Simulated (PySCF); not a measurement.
## Trend along the chalcogens: MCa molecules

PBE with double-zeta basis sets in PySCF, for the lowest determinant that a PBE0 search found; no spin–orbit coupling. De refers to high-spin ground-configuration atoms. A positive dipole means M(−)Ca(+).

```tsv
M	basis	state (unpaired electrons)	Re (Å)	ωe (cm⁻¹)	De (eV)	μ (D)
O	def2-SVP	singlet (closed shell)	1.823	774	5.06	7.32
S	x2c-SVPall	singlet (closed shell)	2.309	480	3.89	8.71
Se	x2c-SVPall	singlet (closed shell)	2.435	362	3.47	8.73
Te	def2-SVP	singlet (closed shell)	2.659	300	2.97	9.10
```

The shortest bond is that of CaO (1.823 Å), the longest that of CaTe (2.659 Å). CaO is bound most strongly (5.06 eV) and CaTe least (2.97 eV).

The rows differ in basis set, which adds steps of its own.

Down a group the atoms grow and get heavier, so bonds lengthen and wavenumbers fall; this series shows no clear exception.

Spin–orbit coupling is left out, which matters for elements this heavy, above all for dissociation energies.
